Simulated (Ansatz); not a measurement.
Ge6Cl6⁺, that is Ge6Cl6 prismane with one electron fewer. Charge 1, multiplicity 2. Geometry PBE-D4/def2-SVP, that of the neutral singlet.

Cartesian coordinates in Å:
```
Ge 1.553 1.114 0.508
Cl 3.304 2.340 1.015
Ge 0.213 0.879 -1.760
Cl 0.514 1.853 -3.706
Ge 1.382 -1.238 -0.688
Cl 2.950 -2.562 -1.473
Ge -0.717 -1.742 0.604
Cl -1.563 -3.647 1.299
Ge -0.546 0.610 1.802
Cl -1.207 1.259 3.794
Ge -1.885 0.373 -0.466
Cl -3.998 0.762 -0.928
```

At PBE-D4/def2-SVP the gap within one spin of the charge 1 doublet nearly closes, so an electron or hole may be smeared out by delocalisation error.

Question: Estimate the α-spin orbital energies around the gap (eV) in Ansatz with PBE-D4/def2-SVP, PBE0-D4/def2-SVP.

Answer: 
| orbital | PBE-D4/def2-SVP | PBE0-D4/def2-SVP |
| --- | --- | --- |
| HOMO−5 | -11.80 | -13.28 |
| HOMO−4 | -10.86 | -12.08 |
| HOMO−3 | -10.75 | -11.74 |
| HOMO−2 | -10.74 | -11.71 |
| HOMO−1 | -10.26 | -11.35 |
| HOMO | -10.06 | -11.08 |
| LUMO | -8.01 | -7.52 |
| LUMO+1 | -7.38 | -6.92 |
| LUMO+2 | -7.26 | -6.78 |
| LUMO+3 | -6.85 | -6.34 |
| LUMO+4 | -6.77 | -6.25 |
| LUMO+5 | -6.69 | -6.14 |
| β HOMO | -10.00 | -11.01 |
| β LUMO | -9.98 | -9.77 |
